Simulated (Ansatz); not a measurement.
Match the barriers

Saddle point of BNH4F2, closed shell (BNH₂F₂ ([NH2][B]([F])[F]) + H₂ → BHF₂ ([F][BH][F]) + NH₃ (still joined by a long B–N bond); bonds formed: B1–H6, N2–H5; bonds broken: H5–H6; bonds weakened to dative contacts: B1–N2), PBE0-D4/def2-TZVP structure:

```tsv
atom	x (Å)	y (Å)	z (Å)
B1	-0.6185	-0.2532	-0.0339
N2	0.9066	0.0224	-0.0388
F3	-1.1482	-0.4591	-1.2565
F4	-1.0392	-1.0276	0.9865
H5	0.0472	1.0104	0.2520
H6	-0.9773	1.0855	0.3228
H7	1.4540	-0.3932	0.7007
H8	1.3755	0.0148	-0.9327
```

Program: Ansatz 0.2.0. Basis: def2-TZVPP, with def2-QZVPP for the basis limit. Cores are frozen in the correlated methods. Extrapolation: Hartree–Fock as exp(−7.88 √X), correlation as X^−2.97. Four methods, as single points on the PBE0-D4 structures, gave these electronic barriers from the start structure: 1.290, 1.792, 2.150, 2.618 eV.

Question: The methods were, in alphabetical order, BHLYP-D4, HF, PBE0-D4, SPW92. Which gave which? (Judge from chemistry; the calculation decides.)

Answer: Computed: SPW92 1.290; PBE0-D4 1.792; BHLYP-D4 2.150; HF 2.618 eV. For comparison, CCSD(T) at an estimated basis limit (MP2 extrapolated from triple and quadruple zeta, plus CCSD(T) − MP2 in triple zeta) gives 2.042 eV.

T1 diagnostic: at most 0.012.

Labels in which every atom is bracketed show which atoms are joined, not bond orders.

For scale, one of the runs: CCSD(T)/def2-TZVPP, 180 basis functions, launched by `ansatz run in.yaml --threads 2 --pin off --events-out ev --progress --plain --max-ram 4352MiB`. Time: 40 s of wall clock on 2 CPU threads of an Intel Xeon Platinum 8488C; the host was shared. Peak host memory: 1.9 GiB.
